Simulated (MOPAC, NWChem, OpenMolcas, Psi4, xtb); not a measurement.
**CH5FOSi (SMILES CO[SiH2]F): methods side by side**

CH5FOSi: 9 atoms, total charge 0, spin state singlet. As SMILES, `CO[SiH2]F`. The shape is that of a PBE0-D4/def2-TZVP optimisation. This is one conformer, not always the lowest.

```xyz
9

C    -0.2802    1.1507   -0.6884
O    -0.7436   -0.0642   -0.1380
Si    0.1689   -1.1277    0.6799
F     1.2020   -1.8652   -0.2901
H     0.1896    0.9790   -1.6608
H    -1.1359    1.8136   -0.8230
H     0.4434    1.6435   -0.0290
H    -0.7482   -2.1417    1.2319
H     0.9924   -0.4342    1.7003
```

Each level gives the dipole moment (D). The values are calculated.

```json
{"level": "MNDO", "kind": "semi-empirical", "program": "MOPAC", "value (D)": "1.49", "CPU time": "under 2 s"}
{"level": "GFN0-xTB", "kind": "semi-empirical", "program": "xtb", "value (D)": "1.75", "CPU time": "under 2 s"}
{"level": "HF/def2-SVP", "kind": "Hartree–Fock", "program": "NWChem", "value (D)": "1.88", "CPU time": "9.2 s"}
{"level": "SVWN5/def2-SVP", "kind": "LDA", "program": "OpenMolcas", "value (D)": "1.60", "CPU time": "30 s"}
{"level": "PBE/def2-SVP", "kind": "GGA", "program": "OpenMolcas", "value (D)": "1.55", "CPU time": "39 s"}
{"level": "TPSS/def2-SVP", "kind": "meta-GGA", "program": "OpenMolcas", "value (D)": "1.60", "CPU time": "56 s"}
{"level": "B3LYP/def2-SVP", "kind": "global hybrid", "program": "OpenMolcas", "value (D)": "1.63", "CPU time": "46 s"}
{"level": "CAM-B3LYP/def2-SVP (density fitting)", "kind": "range-separated hybrid", "program": "Psi4", "value (D)": "1.66", "CPU time": "9.6 s"}
```

The values span 1.49 to 1.88 D. Magnitudes only. CPU times are rough (shared hosts, several kinds of processor): they show what a rung costs within a factor of a few.
